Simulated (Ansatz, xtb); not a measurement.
**C4H6N2O2: which of two isomers lies lower**

We compare X, `COc1cn(O)cn1`, a singlet, with Y, `COc1cncn1O`, a singlet. Both are isolated molecules in the gas phase, relaxed with B3LYP/def2-SVP; the shapes shown needn't be the lowest conformers.

X (Å):

```xyz
14

C    -2.8849    1.0771    0.4022
C    -0.7870    0.2394   -0.2511
C     0.4048   -0.4592   -0.1477
C     0.1917    0.5352   -2.1350
N     1.0068   -0.2350   -1.3738
N    -0.9072    0.8413   -1.4663
O    -1.7224    0.3271    0.7118
O     2.1903   -0.7867   -1.7877
H    -3.5248    1.0334    1.2938
H    -3.4214    0.6541   -0.4634
H    -2.6399    2.1268    0.1695
H     0.8513   -1.0732    0.6269
H     2.8868   -0.1973   -1.4527
H     0.4503    0.8287   -3.1515
```

Y (Å):

```xyz
14

C    -2.5166   -0.6702   -0.0374
C    -0.5100    0.3303   -0.6759
C     0.0793    0.6472    0.5329
C     1.4596    1.3185   -0.9863
N     1.2983    1.2532    0.3102
N     0.3727    0.7797   -1.6324
O    -1.6597   -0.2315   -1.0759
O     0.2560    0.5651   -2.9784
H    -2.8305    0.1728    0.6036
H    -2.0218   -1.4312    0.5913
H    -3.3990   -1.1120   -0.5179
H    -0.3048    0.4744    1.5361
H     2.3094    1.7207   -1.5369
H    -0.4110    1.1998   -3.2900
```

**Question.** Estimate which is lower in electronic energy at CCSD(T)/def2-SVP + ΔMP2/def2-TZVPP, and by roughly how much.

**Answer.** The CCSD(T)/def2-SVP + ΔMP2/def2-TZVPP calculation puts structure X lower, by 4.0 kcal/mol.

Level by level:

```
                             level        geometry  E(Y) − E(X) (kcal/mol)  departure from the last row (kcal/mol)  job, with rough time for the two
                    B3LYP/def2-SVP  B3LYP/def2-SVP                      +4.2                                    +0.2               optimisation, 2 min
                       HF/def2-SVP  B3LYP/def2-SVP                      +3.6                                    −0.5           part of the CCSD(T) run
                      MP2/def2-SVP  B3LYP/def2-SVP                      +4.1                                    +0.1           part of the CCSD(T) run
                  CCSD(T)/def2-SVP  B3LYP/def2-SVP                      +4.0                                     0.0                      single point
CCSD(T)/def2-SVP + ΔMP2/def2-TZVPP  B3LYP/def2-SVP                      +4.0                                                     single point, 2.4 min
```

As drawn, both hold the same kinds of bond in the same numbers.

The levels shown agree on the order. The largest departure from CCSD(T)/def2-SVP + ΔMP2/def2-TZVPP is that of HF/def2-SVP, 0.5 kcal/mol. No reliable frequencies are at hand for Y, so it isn't confirmed as a minimum. Levels run at GFN2-xTB geometries aren't shown. The last row adds to CCSD(T) the change of the MP2 difference between the two basis sets, here 0.0 kcal/mol.

The correlated steps freeze 8 core orbitals. Codes used: Ansatz 0.2.0, xtb 6.7.1; the last row on 2 threads of Intel(R) Xeon(R) Platinum 8488C (Sapphire Rapids) on a shared host.
